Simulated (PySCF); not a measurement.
CH3AlCl2O, SMILES C[O][Al]([Cl])[Cl]. Atoms are numbered in the order given.

```xyz
8

Al     0.0920     0.1009    -0.0327
Cl     1.4068     1.6740    -0.3764
Cl    -1.1661     0.1320     1.6326
O      0.0654    -1.1796    -1.1113
C     -0.5858    -2.3927    -1.3150
H     -1.1123    -2.3862    -2.2845
H      0.1443    -3.2194    -1.3381
H     -1.3274    -2.6158    -0.5269
```

The structure is a stationary point at PBE0-D3(BJ)/def2-SVP. The structure was generated by enumeration; whether it is a known compound was not checked. One conformer was computed; it need not be the lowest.

Calculation: PBE0/def2-TZVP (PySCF).

The molecule is in vacuum.

```yaml
total_energy: -1277.69033 hartree
highest_occupied_level: -8.62 eV
lowest_empty_level: -0.92 eV
orbital_gap: 7.71 eV
dipole_moment: 0.357 e·Å
quadrupole, principal values (traceless, Buckingham form, about the centre of nuclear charge): -6.97, 2.58, 4.40 D·Å
mean_static_polarisability: 60.6 bohr³ (8.98 Å³)
polarisability_principal_values: 47.9, 63.9, 69.9 bohr³
```
